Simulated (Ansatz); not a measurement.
Calculated with Ansatz (gas phase, PBE0-D4/def2-TZVP geometries, no zero-point term in ΔE). CBS: MP2 limit from def2 TZ/QZ plus the TZ coupled-cluster correction, frozen cores. This one scheme is used for every species. Functionals use def2-TZVPP. B3LYP here is the variant with VWN-RPA as its local correlation; programs differ in this. One conformer a species, not always the lowest.

Reaction (ligand exchange at a B–O bond): `BO[Si](C)(O)O` + `C[SiH2]O` → `BO[SiH2]C` + `C[Si](O)(O)O`

(1) Is it downhill or uphill in electronic energy at CCSD(T)/CBS, and by how much? (An estimate is asked.)

(2) What do these levels give: PBE-D4, PBE, B3LYP, CCSD(T)/def2-TZVPP, HF/def2-QZVPP, HF/CBS(def2)? (Estimate.)

Largest T1 diagnostic among the species: 0.012.

## Answers

(1) The calculation gave: Downhill: ΔE = -5.8 kJ/mol.

(2) Ansatz gave: PBE-D4 -5.7, PBE -6.7, B3LYP -6.9, CCSD(T)/def2-TZVPP -5.7, HF/def2-QZVPP -6.1, HF/CBS(def2) -6.1 kJ/mol.
